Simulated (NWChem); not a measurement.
System: MgSiH₃OCl; SMILES [SiH3][O][Mg][Cl]

NWChem input:

```
start job
memory heap 200 mb stack 900 mb global 1100 mb
geometry units angstroms noautosym nocenter noautoz
  Mg     0.104537    -0.831744    -0.001013
  Cl     0.343884    -3.014182     0.000424
  O     -0.090521     0.947770    -0.002185
  Si    -0.270075     2.573327    -0.003206
  H     -1.057717     3.036760    -1.184371
  H      1.050033     3.270121    -0.047013
  H     -0.983229     3.046436     1.220625
end
basis spherical
  * library pcsseg-1
end
dft
  xc kt2
  iterations 150
end
property
  shielding 5 1 2 3 4 5
end
task dft property
```

Excerpt of the output:

```
             Northwest Computational Chemistry Package (NWChem) 7.3.0
             --------------------------------------------------------

                             Geometry "geometry" -> ""
                             -------------------------

 Output coordinates in angstroms (scale by  1.889725989 to convert to a.u.)

  No.       Tag          Charge          X              Y              Z
 ---- ---------------- ---------- -------------- -------------- --------------
    1 Mg                  12.0000     0.10453700    -0.83174400    -0.00101300
    2 Cl                  17.0000     0.34388400    -3.01418200     0.00042400
    3 O                    8.0000    -0.09052100     0.94777000    -0.00218500
    4 Si                  14.0000    -0.27007500     2.57332700    -0.00320600
    5 H                    1.0000    -1.05771700     3.03676000    -1.18437100
    6 H                    1.0000     1.05003300     3.27012100    -0.04701300
    7 H                    1.0000    -0.98322900     3.04643600     1.22062500

 Effective nuclear repulsion energy (a.u.)     209.4445111769

                              NWChem Property Module
                              ----------------------

  itol2e modified to match energy
  convergence criterion.

                                 NWChem DFT Module
                                 -----------------

 Summary of "ao basis" -> "ao basis" (spherical)
 ------------------------------------------------------------------------------
       Tag                 Description            Shells   Functions and Types
 ---------------- ------------------------------  ------  ---------------------
 Mg                         pcsseg-1                 8       16   4s4p
 Cl                         pcsseg-1                10       24   4s5p1d
 O                          pcsseg-1                 7       17   3s3p1d
 Si                         pcsseg-1                10       24   4s5p1d
 H                          pcsseg-1                 3        5   2s1p

  itol2e modified to match energy
  convergence criterion.

            General Information
            -------------------
          SCF calculation type: DFT
          Wavefunction type:  closed shell.
          No. of atoms     :     7
          No. of electrons :    54
           Alpha electrons :    27
            Beta electrons :    27
          Charge           :     0
          Spin multiplicity:     1
          Use of symmetry is: off; symmetry adaption is: off
          Maximum number of iterations: 150
          AO basis - number of functions:    96
                     number of shells:    44
          Convergence on energy requested:  1.00D-07
          Convergence on density requested:  1.00D-05
          Convergence on gradient requested:  5.00D-04

              XC Information
              --------------
                          KT2 Method XC Functional
                        Slater Exchange Functional  1.072 local
                           KT1 gradient correction  1.000 non-local
            Perdew 1991 LDA Correlation Functional  0.577 local

             Grid Information
             ----------------
          Grid used for XC integration:  fine
          Radial quadrature: Mura-Knowles
          Angular quadrature: Lebedev.
          Tag              B.-S. Rad. Rad. Pts. Rad. Cut. Ang. Pts.
          ---              ---------- --------- --------- ---------
          Mg                  1.50      123          12.0       770
          Cl                  1.00      123          15.0       770
          O                   0.60       70          11.0       590
          Si                  1.10      123          13.0       770
          H                   0.35       60          14.0       590
          Grid pruning is: on
          Number of quadrature shells:   619
          Spatial weights used:  Erf1

      Superposition of Atomic Density Guess
      -------------------------------------

 Sum of atomic energies:       -1024.08831778

      Non-variational initial energy
      ------------------------------

 Total energy =   -1024.735733
 1-e energy   =   -1836.114610
 2-e energy   =     601.934366
 HOMO         =      -0.395995
 LUMO         =      -0.104208

   convergence    iter        energy       DeltaE   RMS-Dens  Diis-err
 ---------------- ----- ----------------- --------- --------- ---------
 d= 0,ls=0.0,diis     1  -1035.7584462275 -1.25D+03  2.28D-02  1.62D+00
 d= 0,ls=0.0,diis     2  -1035.2828538586  4.76D-01  1.93D-02  5.59D+00
 d= 0,ls=0.0,diis     3  -1035.8383550890 -5.56D-01  4.48D-03  3.58D-01
 d= 0,ls=0.0,diis     4  -1035.8703829488 -3.20D-02  1.86D-03  2.53D-02
 d= 0,ls=0.0,diis     5  -1035.8732490370 -2.87D-03  5.65D-04  3.25D-03
  Resetting Diis
 d= 0,ls=0.0,diis     6  -1035.8736475509 -3.99D-04  8.87D-05  1.04D-04
 d= 0,ls=0.0,diis     7  -1035.8736605420 -1.30D-05  5.66D-05  6.48D-06
 d= 0,ls=0.0,diis     8  -1035.8736578381  2.70D-06  3.49D-05  3.47D-05
 d= 0,ls=0.0,diis     9  -1035.8736613100 -3.47D-06  5.08D-06  3.58D-07
 d= 0,ls=0.0,diis    10  -1035.8736613548 -4.48D-08  7.06D-07  8.90D-09

         Total DFT energy =    -1035.873661354812
      One electron energy =    -1841.858535593770
           Coulomb energy =      681.267681692902
    Exchange-Corr. energy =      -84.727318630800
 Nuclear repulsion energy =      209.444511176856

 Numeric. integr. density =       53.999999014263

                       DFT Final Molecular Orbital Analysis
                       ------------------------------------

 Vector   25  Occ=2.000000D+00  E=-2.781917D-01
              MO Center=  3.2D-01, -2.9D+00, -1.5D-03, r^2= 1.7D+00
   Bfn.  Coefficient  Atom+Function         Bfn.  Coefficient  Atom+Function
  ----- ------------  ---------------      ----- ------------  ---------------
    32      0.525709  2 Cl pz                35      0.481223  2 Cl pz
    23     -0.140727  2 Cl pz                26     -0.139363  2 Cl pz
    30      0.135504  2 Cl px                33      0.124037  2 Cl px
    16      0.103805  1 Mg pz                29      0.075977  2 Cl pz
    82      0.038274  5 H  s                 21     -0.036273  2 Cl px

 Vector   26  Occ=2.000000D+00  E=-2.508716D-01
              MO Center=  3.8D-02,  1.8D+00,  9.3D-02, r^2= 2.9D+00
   Bfn.  Coefficient  Atom+Function         Bfn.  Coefficient  Atom+Function
  ----- ------------  ---------------      ----- ------------  ---------------
    50      0.380455  3 O  px                47      0.338270  3 O  px
    87     -0.282733  6 H  s                 88     -0.248240  6 H  s
    92      0.196619  7 H  s                 44      0.182857  3 O  px
    93      0.172642  7 H  s                 71     -0.160157  4 Si px
    52     -0.098985  3 O  pz                49     -0.088010  3 O  pz

 Vector   27  Occ=2.000000D+00  E=-2.508622D-01
              MO Center= -4.0D-01,  1.7D+00, -9.9D-02, r^2= 2.9D+00
   Bfn.  Coefficient  Atom+Function         Bfn.  Coefficient  Atom+Function
  ----- ------------  ---------------      ----- ------------  ---------------
    52      0.382706  3 O  pz                49      0.340263  3 O  pz
    82      0.276821  5 H  s                 83      0.243026  5 H  s
    92     -0.213024  7 H  s                 93     -0.187007  7 H  s
    46      0.183934  3 O  pz                73     -0.161168  4 Si pz
    50      0.098349  3 O  px                47      0.087442  3 O  px

 Vector   28  Occ=0.000000D+00  E=-9.486390D-02
              MO Center=  1.0D-01, -8.1D-01, -1.0D-03, r^2= 5.1D+00
   Bfn.  Coefficient  Atom+Function         Bfn.  Coefficient  Atom+Function
  ----- ------------  ---------------      ----- ------------  ---------------
     3      0.694399  1 Mg s                  4      0.631907  1 Mg s
    43     -0.334281  3 O  s                 20     -0.311677  2 Cl s
    34     -0.311003  2 Cl py                 2     -0.300520  1 Mg s
    31     -0.210126  2 Cl py                61     -0.172708  4 Si s
    51      0.158575  3 O  py                19     -0.128873  2 Cl s

 Vector   29  Occ=0.000000D+00  E= 9.928826D-03
              MO Center=  1.0D-01, -8.5D-01, -1.4D-03, r^2= 3.1D+00
   Bfn.  Coefficient  Atom+Function         Bfn.  Coefficient  Atom+Function
  ----- ------------  ---------------      ----- ------------  ---------------
    16      1.046293  1 Mg pz                52     -0.186189  3 O  pz
    32     -0.177003  2 Cl pz                35     -0.148225  2 Cl pz
     7     -0.131290  1 Mg pz                10     -0.112210  1 Mg pz
    49     -0.111438  3 O  pz                73     -0.104841  4 Si pz
    14      0.090734  1 Mg px                83     -0.066386  5 H  s

 Vector   30  Occ=0.000000D+00  E= 9.930631D-03
              MO Center=  1.1D-01, -8.5D-01, -6.6D-04, r^2= 3.1D+00
   Bfn.  Coefficient  Atom+Function         Bfn.  Coefficient  Atom+Function
  ----- ------------  ---------------      ----- ------------  ---------------
    14      1.040072  1 Mg px                50     -0.185241  3 O  px
    30     -0.175940  2 Cl px                33     -0.147326  2 Cl px
     5     -0.130511  1 Mg px                15      0.113993  1 Mg py
     8     -0.111544  1 Mg px                47     -0.110838  3 O  px
    71     -0.104146  4 Si px                16     -0.091354  1 Mg pz

     Multipole analysis of the density
     ---------------------------------

     L   x y z        total         alpha         beta         nuclear
     -   - - -        -----         -----         ----         -------
     0   0 0 0     -0.000000    -27.000000    -27.000000     54.000000

     1   1 0 0     -0.019348     -1.525557     -1.525557      3.031765
     1   0 1 0      0.177667      7.893371      7.893371    -15.609074
     1   0 0 1     -0.000058      0.073737      0.073737     -0.147533

     2   2 0 0    -30.798040    -26.855503    -26.855503     22.912965
     2   1 1 0      1.559064     57.656290     57.656290   -113.753516
     2   1 0 1     -0.001050     -0.032884     -0.032884      0.064717
     2   0 2 0    -44.791094   -543.489260   -543.489260   1042.187425
     2   0 1 1      0.009170      0.317975      0.317975     -0.626781
     2   0 0 2    -30.626637    -20.482555    -20.482555     10.338473

          -----------------------------------------
          Chemical Shielding Tensors (GIAO, in ppm)
          -----------------------------------------

                                NWChem CPHF Module
                                ------------------

  scftype          =     RHF
  nclosed          =       27
  nopen            =        0
  variables        =     1863
  # of vectors     =        3
  tolerance        = 0.10D-03
  level shift      = 0.00D+00
  max iterations   =       50
  max subspace     =       30

 SCF residual:    2.7602309653489872E-005

Iterative solution of linear equations
  No. of variables     1863
  No. of equations        3
  Maximum subspace       30
        Iterations       50
       Convergence  1.0D-04

   iter   nsub   residual    time
   ----  ------  --------  ---------
     1      3    1.57D-05      20.7

      Atom:    1  Mg
        Diamagnetic
    707.8387     -1.1070      0.0007
     -1.1070    717.8078     -0.0066
      0.0007     -0.0066    707.7173

        Paramagnetic
   -277.4800    -29.7816      0.0193
    -29.7816     -9.2856     -0.1780
      0.0193     -0.1780   -280.7498

        Total Shielding Tensor
    430.3587    -30.8886      0.0201
    -30.8886    708.5222     -0.1847
      0.0201     -0.1847    426.9675

           isotropic =     521.9495
          anisotropy =     284.9424

          Principal Components and Axis System
                 1           2           3
              711.9111    426.9699    426.9674

      1        -0.1091      0.9910      0.0771
      2         0.9940      0.1087      0.0091
      3        -0.0007     -0.0777      0.9970

      Atom:    2  Cl
        Diamagnetic
   1147.6802     -0.7166      0.0005
     -0.7166   1154.1345     -0.0043
      0.0005     -0.0043   1147.6016

        Paramagnetic
    -69.4680     -7.4910      0.0051
     -7.4910     -2.0050     -0.0448
      0.0051     -0.0448    -70.2882

        Total Shielding Tensor
   1078.2122     -8.2076      0.0055
     -8.2076   1152.1295     -0.0491
      0.0055     -0.0491   1077.3134

           isotropic =    1102.5517
          anisotropy =      75.7173

          Principal Components and Axis System
                 1           2           3
             1153.0299   1077.3134   1077.3118

      1        -0.1090      0.0972      0.9893
      2         0.9940      0.0113      0.1085
      3        -0.0007      0.9952     -0.0978

      Atom:    3  O
        Diamagnetic
    390.3115     -4.2350      0.0030
     -4.2350    428.2716     -0.0246
      0.0030     -0.0246    389.8459

        Paramagnetic
    -26.8814      9.1198     -0.0046
      9.1198   -107.9405      0.0567
     -0.0046      0.0567    -25.8540

        Total Shielding Tensor
    363.4301      4.8848     -0.0016
      4.8848    320.3311      0.0322
     -0.0016      0.0322    363.9920

           isotropic =     349.2511
          anisotropy =      22.1118

          Principal Components and Axis System
                 1           2           3
              363.9923    363.9765    319.7844

      1         0.1253      0.9859     -0.1112
      2         0.0147      0.1102      0.9938
      3         0.9920     -0.1262     -0.0007

      Atom:    4  Si
        Diamagnetic
    880.3084     -0.8235      0.0008
     -0.8235    887.6798     -0.0046
      0.0008     -0.0046    880.2187

        Paramagnetic
   -531.1632    -16.3963      0.0117
    -16.3963   -384.2668     -0.0823
      0.0117     -0.0823   -532.9703

        Total Shielding Tensor
    349.1452    -17.2198      0.0125
    -17.2198    503.4130     -0.0870
      0.0125     -0.0870    347.2484

           isotropic =     399.9355
          anisotropy =     158.0644

          Principal Components and Axis System
                 1           2           3
              505.3118    347.2505    347.2444

      1        -0.1096      0.5787      0.8081
      2         0.9940      0.0643      0.0888
      3        -0.0006      0.8130     -0.5823

      Atom:    5  H
        Diamagnetic
     27.4791     -3.0972      5.7438
     -3.0972     27.6183     -4.2499
      5.7438     -4.2499     32.0166

        Paramagnetic
     -3.0930      0.8886     -3.4902
      0.8886     -0.0963      1.5519
     -3.4902      1.5519     -6.1404

        Total Shielding Tensor
     24.3862     -2.2086      2.2536
     -2.2086     27.5220     -2.6980
      2.2536     -2.6980     25.8763

           isotropic =      25.9282
          anisotropy =       7.6026

          Principal Components and Axis System
                 1           2           3
               30.9965     24.0499     22.7380

      1        -0.4280      0.3209      0.8449
      2         0.7081      0.6999      0.0930
      3        -0.5615      0.6381     -0.5268
```

Level: KT2/pcSseg-1, GIAO. All runs use the structure optimised with B3LYP/6-31G* (spherical d). The printed shielding anisotropy is the first printed principal value minus the mean of the other two.
